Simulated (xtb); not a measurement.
C₂H₂, SMILES C#C. All values are semi-empirical tight-binding results from xtb (GFN2-xTB unless named), good for trends rather than for accurate numbers. Geometry optimised at GFN2-xTB.

```
Quantity                                         Value
---------------------------------------  -------------
point group as xtb finds it                        D∞h
orbital gap                                    7.29 eV
dipole moment                                   0.00 D
zero-point energy                        16.6 kcal/mol
G − E(el) at 298.15 K (modified RRHO)     4.7 kcal/mol
static polarisability (D4 model)            23.0 bohr³
solvation energy, GFN2-xTB/ALPB(water)   -0.9 kcal/mol
solvation energy, GFN2-xTB/ALPB(hexane)  -1.2 kcal/mol
```

Computed IR lines (harmonic; lines under 4 % of the strongest left out, lines within 3 cm⁻¹ merged):
ν (cm⁻¹): 848 (vs) (against the strongest line: vs over 80 %, s over 45 %, m over 15 %, w over 4 %, vw less)
